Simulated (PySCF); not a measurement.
ECD: `C#C[C@H]1C=C[C@H](F)C1`, C₇H₇F

Geometry:
| atom | x (Å) | y (Å) | z (Å) |
| --- | --- | --- | --- |
| C1 | 2.741 | -0.753 | 0.605 |
| C2 | 1.600 | -0.841 | 0.255 |
| C3 | 0.209 | -0.927 | -0.154 |
| C4 | -0.687 | -0.624 | 1.020 |
| C5 | -1.296 | 0.542 | 0.900 |
| C6 | -0.935 | 1.230 | -0.385 |
| F7 | -2.062 | 1.637 | -1.078 |
| C8 | -0.158 | 0.170 | -1.179 |
| H9 | 3.744 | -0.686 | 0.904 |
| H10 | 0.027 | -1.933 | -0.547 |
| H11 | -0.754 | -1.298 | 1.856 |
| H12 | -1.978 | 0.995 | 1.597 |
| H13 | -0.358 | 2.147 | -0.207 |
| H14 | -0.821 | -0.235 | -1.944 |
| H15 | 0.723 | 0.583 | -1.666 |

Method used: TDDFT CAM-B3LYP/aug-cc-pVDZ circular dichroism and optical rotation, one conformer, gas phase in PySCF. Geometry: GFN2-xTB.

Task: What are the CIP labels of the stereocentres?

Result: C3 R, C6 R.

Task: List the lowest 8 singlet excitations with oscillator and rotatory strengths.

Result: Rotatory strengths R in 10⁻⁴⁰ esu² cm², velocity form and length form (origin at the centre of mass); f in length form.
| state | E (eV) | λ (nm) | f | R (velocity) | R (length) | main |
| --- | --- | --- | --- | --- | --- | --- |
| 1 | 6.51 | 190 | 0.001 | -2.5 | -2.7 | HOMO−1→LUMO+8 0.10, HOMO−1→LUMO+4 0.09 |
| 2 | 6.65 | 186 | 0.045 | +6.6 | +6.7 | HOMO→LUMO+4 0.12, HOMO−1→LUMO+9 0.11 |
| 3 | 6.71 | 185 | 0.007 | +14.4 | +14.8 | HOMO→LUMO+9 0.09 |
| 4 | 6.87 | 180 | 0.014 | +41.1 | +41.1 | HOMO→LUMO 0.59, HOMO→LUMO+2 0.11 |
| 5 | 7.00 | 177 | 0.137 | +35.7 | +36.4 | HOMO→LUMO+1 0.24, HOMO→LUMO+3 0.12 |
| 6 | 7.09 | 175 | 0.011 | +10.6 | +10.5 | HOMO−1→LUMO 0.67 |
| 7 | 7.23 | 171 | 0.100 | +18.9 | +19.2 | HOMO−2→LUMO 0.49, HOMO→LUMO+3 0.22 |
| 8 | 7.40 | 167 | 0.022 | -19.3 | -19.8 | HOMO−1→LUMO+3 0.14, HOMO−2→LUMO+4 0.12 |

Among the states computed, the strongest CD band (largest |R|) is state 4. The largest dissymmetry factor in size, g = 4R/(D+G), with D and G the electric and magnetic dipole strengths, is +0.03 for state 4 (velocity form, f = 0.014), among bands with |R| over 0.5. The mirror image has the same energies and oscillator strengths and all R with the opposite sign.
